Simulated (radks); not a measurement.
The numbers below are computed, except where a source is named.
These are the eigenvalues of the occupied orbitals of an atom or ion with whole-number occupations (eV). Level of theory: scalar-relativistic Kohn-Sham, PBEsol, spin-polarised, spherical densities, point nucleus (a radial shooting solver on a logarithmic mesh with Libxc functionals).

orbital  eigenvalue
1s up     -76545.06
1s down   -76544.81
2s up     -13743.55
2s down   -13743.33
2p up     -11996.51
2p down   -11996.31
3s up     -3538.108
3s down   -3536.352
3p up     -3027.233
3p down   -3025.456
3d up     -2465.495
3d down   -2464.096
4s up     -1076.811
4s down   -1073.824
4p up     -907.3377
4p down   -904.3864
4d up     -699.5272
4d down   -696.5103
4f up     -467.1927
4f down   -463.9105
5s up     -457.8366

Which element is it, and in what charge state? The configuration may be excited. Open shells, if any, are filled with parallel spins first.

Answer. Z = 77, iridium, charge +18: Ir18+ in [Kr] 4d10 4f12 5s1. The list shows which subshells hold electrons but not how many an open one holds; the 1s level, -2813 hartree, gives Z - s = 75.0 by -(Z - s)^2/2, which with screening and relativity narrows Z to a few neighbours, and the depths of the outer levels then fix element, charge and occupations together.
